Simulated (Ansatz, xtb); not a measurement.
# Two conformers of Al2F2H2N

Structure I: `[F][Al][NH][AlH][F]`, a doublet. Structure II: `[F][Al][NH][AlH][F]`, a doublet. Both are isolated molecules in the gas phase, relaxed with PBE0-D3(BJ)/def2-SVP.

I (Å):

```csv
atom,x (Å),y (Å),z (Å)
Al,1.0082,0.0479,-0.6623
Al,-1.1241,1.5961,1.2117
F,-2.7277,2.0573,1.3069
F,1.1935,-0.7694,-2.1015
N,-0.5993,0.6849,-0.2423
H,2.2491,0.2365,0.2860
H,-1.3507,0.5174,-0.9160
```

II (Å):

```xyz
7

Al   -1.6372    0.6571   -0.4545
Al    1.2767   -0.2309    0.6641
F    -2.2540    0.7614    1.0948
F     2.8070   -0.6497    0.1521
N     0.0818    0.1713   -0.6017
H     0.4297    0.1154   -1.5597
H     0.9619   -0.2093    2.2019
```

Energies in hartree; the thermal terms are from PBE0-D3(BJ)/def2-SVP harmonic frequencies (ideal gas, rigid rotor, one conformer each, 298.15 K, 1 atm) and include the zero-point energy:

|  | I | II |
| --- | --- | --- |
| E, CCSD(T)/def2-SVP | −738.841972 | −738.841862 |
| E, MP2/def2-SVP | −738.809184 | −738.808886 |
| E, MP2/def2-TZVPP | −739.506482 | −739.506979 |
| zero-point energy | 0.027861 | 0.028034 |
| H(298 K) − E | 0.035904 | 0.036026 |
| G(298 K) − E | −0.005219 | −0.005205 |

Problem. Correct the CCSD(T) difference for the basis set by the MP2 change, then work out ΔE, ΔE₀, ΔH and ΔG for I → II in kJ/mol (1 Eh = 2625.50 kJ/mol) and the equilibrium ratio [II]/[I].

Solution. 1. Differences II − I: CCSD(T) +0.000110, MP2 in the small set +0.000298, MP2 in the large set −0.000497 Eh.
2. ΔE = +0.000110 + (−0.000497 − (+0.000298)) = −0.000685 Eh = −1.80 kJ/mol.
3. ΔE₀ = ΔE + ΔZPE = −0.000685 + (+0.000173) Eh = −1.34 kJ/mol.
4. ΔH = ΔE + (+0.000122) Eh = −1.48 kJ/mol.
5. ΔG = ΔE + (+0.000014) Eh = −1.76 kJ/mol, so ΔS = (ΔH − ΔG)/T = +1.0 J/(mol K).
6. kT = 0.9442 mEh, so K = [II]/[I] = exp(−ΔG/kT) = exp(+0.71) ≈ 2.

The two are too close for this level to say which is favoured. An error of 4 kJ/mol in ΔG would change K by a factor of 5. Mirror images and further conformers aren't counted.

Other levels gave ΔE = 0.0 (PBE0-D3(BJ)/def2-SVP); −0.2 (HF/def2-SVP); +0.8 (MP2/def2-SVP); +0.3 (CCSD(T)/def2-SVP) kJ/mol. Open shells are spin-unrestricted. The correlated steps freeze 13 core orbitals. Programs: Ansatz 0.2.0.
